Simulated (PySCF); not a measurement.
Si(H)(Cl) cation (ClHSi), SMILES [SiH]Cl (connectivity only; charge and spin as stated), charge +1, multiplicity 2.

Geometry optimised at B3LYP-D3(BJ)/def2-TZVP. The spin state was assumed, not searched. The isomer is the one that the SMILES or the coordinates give; other isomers of the formula were not compared.

Two levels are set side by side: PBE/def2-TZVPD (PySCF) and r2SCAN/def2-TZVPD (PySCF). Same geometry, gas phase. Differences are taken from unrounded values.

| quantity | r2SCAN |
|---|---|
| α-spin orbital gap (eV) | 3.04 |
| β-spin orbital gap (eV) | 4.38 |
| mean polarisability (bohr³) | 33.9 |

Question: What does PBE give, and how far is it from r2SCAN? (Estimate from the structure and the level; the computed values follow.)

Answer: 
| quantity | PBE | PBE minus r2SCAN |
|---|---|---|
| α-spin orbital gap (eV) | 2.55 | -0.50 |
| β-spin orbital gap (eV) | 3.61 | -0.77 |
| mean polarisability (bohr³) | 34.7 | 0.8 |

Rough cost on one machine, each run with all the roots and properties that it gave: r2SCAN against PBE within a factor of 2.
